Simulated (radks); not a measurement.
Task: The manganese ion Mn14+, [Ne] 3s1. Method: non-relativistic Kohn-Sham, exchange-only B88, spin-polarised, spherical densities, point nucleus; computed with a radial shooting solver on a logarithmic mesh with Libxc functionals. Every spin shell is full or empty, so the densities are truly spherical. Functionals are evaluated on that one density, not self-consistently. Rank these exchange functionals by their error against the exact value of the orbitals, and give that value: LDA, B88, PBE, PBEsol, PW91, OPTX, WC, AM05, EV93, TPSS, revTPSS, SCAN, r2SCAN, MS2, MVS.

Result: Exact: -39.4073 hartree. From best to worst, with 100 (|E| - |E exact|)/|E exact| (equal figures are ties): OPTX +0.04, TPSS +0.05, r2SCAN -0.07, MS2 -0.09, B88 -0.15, SCAN +0.22, PW91 -0.33, MVS -0.36, revTPSS -0.67, PBE -0.75, EV93 +1.02, WC -1.75, PBEsol -3.63, AM05 -7.01, LDA -8.07.
